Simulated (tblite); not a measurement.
C5H7O2S (charge -1).
Atom-mapped SMILES: `[CH:1]#[C:2][CH-:3][S:4](=[O:5])(=[O:6])[CH2:7][CH3:8]` (hydrogens: H9 on C1; H10 on C3; H11, H12 on C7; H13, H14, H15 on C8)

Computed geometry: GFN2-xTB, gas phase.

Problem. What internal coordinates does the optimisation give?

Solution. 
```tsv
bond	length (Å)
C1≡C2	1.213
C2–C3	1.383
C3–S4	1.710
S4=O5, S4=O6	1.462
S4–C7	1.882
C7–C8	1.508
C1–H9	1.052
C3–H10	1.082
C7–H11, C7–H12	1.086
C8–H13, C8–H14, C8–H15	1.090
```

Bonds in one row agree within 0.01 Å and their mean is given. A selection of angles:
```tsv
angle	degrees
C1–C2–C3	178.0
C2–C3–S4	115.3
C3–S4–O5	112.4
C3–S4–O6	109.6
C3–S4–C7	112.3
O5–S4–O6	115.0
O5–S4–C7	102.9
S4–C7–C8	108.6
```

Torsions: C2–C3–S4–O5 58° (synclinal); C3–S4–C7–C8 -63° (synclinal). The mirror-image conformer, all signs reversed, is as good.

The 2 C–S bonds span 1.710 Å (C3–S4, drawn single in one of several resonance forms) to 1.882 Å (S4–C7, drawn single), a spread of 0.172 Å. The C–C distances run from 1.213 Å (C1≡C2, drawn triple) to 1.508 Å (C7–C8, drawn single), a spread of 0.295 Å. C3 (carbon bonded to C, S and H) is pyramidal (angles 118.5°, 115.3° and 110.0°, sum 343.7°, 0.32 Å off the plane of its three neighbours). S4 (sulfonyl sulfur) is distorted tetrahedral (angles from 102.9° to 115.0°). C1 (carbon bonded to C and H) is bent (angle 165.2°). Of the pairs four or more bonds apart, O6···H15 is among the closest relative to their van der Waals radii: 2.55 Å, 94 % of the sum of Bondi's values.

Point group: C1 (no symmetry element, even within 0.4 Å). Its GFN2-xTB frequencies are all real (lowest 44 cm⁻¹).

The run took 1.3 s of wall time on one thread of an Arm Neoverse N1, no GPU, on a shared host. This is the geometry optimisation.
